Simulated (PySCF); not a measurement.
# ORD: `FC1=CC[Si@@H](F)[C@@H]1Cl`, C4H5ClF2Si

Cartesian coordinates in Å; atom numbers follow the order of the lines, from 1:
```xyz
13

F     1.2553   -2.1176    1.0673
C     0.5669   -1.0951    0.5223
C    -0.7460   -1.1393    0.3503
C    -1.4142    0.0646   -0.2455
Si   -0.0214    1.3569   -0.3740
F    -0.1674    2.4469    0.8106
C     1.3435    0.1039    0.1065
Cl    2.3349   -0.3122   -1.3510
H    -1.3326   -1.9985    0.6328
H    -1.8573   -0.1988   -1.2065
H    -2.2379    0.3875    0.3932
H     0.2088    2.1004   -1.5917
H     2.0628    0.4017    0.8682
```

Computed with TDDFT PBE0/def2-SVPD circular dichroism and optical rotation, one conformer, gas phase in PySCF. Geometry: GFN2-xTB.

Stereocentres: Si5 R, C7 R.

Q: What is the specific rotation at 633, 589.3, 546, 436, 405, 365, 355 nm?

A: [α] in deg dm⁻¹ (g/mL)⁻¹:
| λ (nm) | origin-invariant length gauge | modified velocity gauge | length gauge (centre of mass) | isotropic polarisability (au) |
| --- | --- | --- | --- | --- |
| 633 | -290.1 | -288.1 | -290.6 | 84.0 |
| 589.3 | -345.1 | -342.7 | -345.6 | 84.3 |
| 546 | -417.7 | -414.9 | -418.3 | 84.8 |
| 436 | -769.8 | -765.0 | -770.5 | 86.5 |
| 405 | -961.5 | -955.7 | -962.3 | 87.4 |
| 365 | -1352.0 | -1344.2 | -1352.6 | 88.9 |
| 355 | -1491.0 | -1482.4 | -1491.4 | 89.3 |

Q: And for the mirror image at 589.3 nm?

A: +345.1 deg dm⁻¹ (g/mL)⁻¹ (origin-invariant length gauge): the same size and the opposite sign.

Q: What is the molar rotation [Φ] = [α]·M/100 of the geometry above at 589.3 nm?

A: With M = 154.62 g/mol, -533.6 deg cm² dmol⁻¹ (origin-invariant length gauge).

The first excitation lies at 5.81 eV (213 nm) with R = -23.0 × 10⁻⁴⁰ esu² cm² (velocity form).
